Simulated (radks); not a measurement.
Results of a calculation; reference values are marked as such.
Question: K2+, configuration [Ne] 3s2 3p5. Level of theory: Dirac Kohn-Sham, PBE, spin-unpolarised, spherical densities, finite nucleus; open shells fill j = l - 1/2 first; Fermi nuclear charge, rms radius 3.4349 fm (a radial shooting solver on a logarithmic mesh with Libxc functionals). Some entries of the table are withheld. Estimate them.

| orbital | occ. | eigenvalue (eV) | <1/r> (bohr^-1) |
|---|---|---|---|
| 1s1/2 | 2 | (1) | 18.72 |
| 2s1/2 | 2 | -376.6662 | 3.808 |
| 2p1/2 | 2 | -305.3825 | 3.729 |
| 2p3/2 | 4 | -302.4859 | 3.693 |
| 3s1/2 | 2 | -56.3046 | 1.130 |
| 3p1/2 | 2 | (2) | 1.010 |
| 3p3/2 | 3 | (3) | 1.004 |
| 3d3/2 | 0 | -15.3892 | 0.6975 |
| 3d5/2 | 0 | -15.3722 | 0.6966 |
| 4s1/2 | 0 | -13.9049 | 0.3957 |

Answer: 
(1) 1s1/2 eigenvalue (eV): -3545.695
(2) 3p1/2 eigenvalue (eV): -39.3964
(3) 3p3/2 eigenvalue (eV): -39.0988
